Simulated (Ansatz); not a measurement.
```xyz
5

Cl    0.178    1.108   -1.722
Ge    0.167   -0.051    0.079
Br   -2.009   -0.442    0.687
H     0.832   -1.394   -0.221
H     0.832    0.779    1.178
```

The species carries charge 0 and has multiplicity 1.

Q: List the PBE/def2-TZVPP orbital energies in eV (Ansatz). (Estimate.)

A: Computed: Occupied: -13089.13, -10806.16, -2739.14, -1682.26, -1516.64, -1516.56, -1516.55, -1339.45, -1192.89, -1192.87, -1192.84, -249.70, -229.04, -190.41, -190.22, -190.21, -171.23, -171.00, -170.98, -164.06, -115.57, -115.51, -115.41, -67.89, -67.83, -67.82, -67.64, -67.64, -31.39, -31.36, -31.26, -31.24, -31.22, -20.64, -19.45, -14.15, -9.92, -9.86, -9.57, -7.95, -7.84, -7.41, -7.31. Lowest empty: -1.96, -1.09, -0.34, 0.64, 3.38, 3.52, 3.63, 4.20.
